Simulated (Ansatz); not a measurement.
Reaction (substitution at a C–C bond): `CC#N` + `[SiH3][CH]1[NH][AlH]1` → `C[N]1[AlH][CH]1[SiH3]` + `C#N`

Calculated with Ansatz (gas phase, PBE0-D4/def2-TZVP geometries, no zero-point term in ΔE). CBS: MP2 limit from def2 TZ/QZ plus the TZ coupled-cluster correction, frozen cores. This one scheme is used for every species. DFT in def2-TZVPP.

```csv
level,ΔE (eV)
PBE-D4,0.60
PBE,0.64
```

Question: What does CCSD(T)/CBS give? (Best estimate.)

Answer: Ansatz gave: +0.57 eV. The listed levels differ from it by 0.03, 0.07 eV.

Largest T1 diagnostic among the species: 0.015.

From BLYP to BHLYP (50 % exact exchange), in def2-TZVPP and without D4, ΔE moves by +0.04 eV. Leaving LDA and LC-ωPBE aside and taking each functional with its dispersion term where it has one, the values, not all of them listed here, spread over 0.11 eV, from BLYP-D4 to r2SCAN0-D4. In def2-TZVPP, CCSD(T) changes the Hartree–Fock value by −0.14 eV (the triples alone add −0.02 eV) and MP2 by −0.13 eV.
